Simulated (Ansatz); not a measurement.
`O[SiH](F)CF` and `N[Si](O)(F)CF` differ in one atom or group.

Ansatz, PBE0-D4/def2-TZVP geometries, multiplicity 1. Each molecule was computed in one conformer, which needn't be the lowest.

| property | `O[SiH](F)CF` |
| --- | --- |
| LUMO energy (ωB97M-V/def2-TZVPP) / eV | 1.86 |
| HOMO energy (ωB97M-V/def2-TZVPP) / eV | -11.12 |
| HOMO–LUMO gap (PBE0/def2-TZVPP) / eV | 8.93 |
| zero-point energy (PBE0-D4/def2-TZVP) / kJ/mol | 147.7 |
| size of the dipole moment (ωB97M-V/def2-TZVPP) / D | 1.60 |
| size of the dipole moment (B3LYP/def2-TZVPP) / D | 1.63 |

Question: What does the change do to each property? (An estimate is asked.)

Answer: Ansatz gave: 
```csv
property,`N[Si](O)(F)CF`,shift
LUMO energy (ωB97M-V/def2-TZVPP) / eV,2.17,0.31
HOMO energy (ωB97M-V/def2-TZVPP) / eV,-10.39,0.73
HOMO–LUMO gap (PBE0/def2-TZVPP) / eV,8.75,-0.18
zero-point energy (PBE0-D4/def2-TZVP) / kJ/mol,194.5,46.8
size of the dipole moment (ωB97M-V/def2-TZVPP) / D,2.31,0.71
size of the dipole moment (B3LYP/def2-TZVPP) / D,2.34,0.71
```

With PBE0 the HOMO rises by 0.82 eV and the LUMO rises by 0.64 eV, so the gap narrows by about 0.18 eV. PBE moves the HOMO by 0.76 eV and ωB97M-V by 0.73 eV. The zero-point energy changes by 46.8 kJ/mol with +6 modes. Dipoles are sizes alone; their direction can turn.

Positive LUMOs are unbound, so they and the gaps depend on the basis.

B3LYP here is the variant with VWN-RPA as its local correlation; programs differ in this.
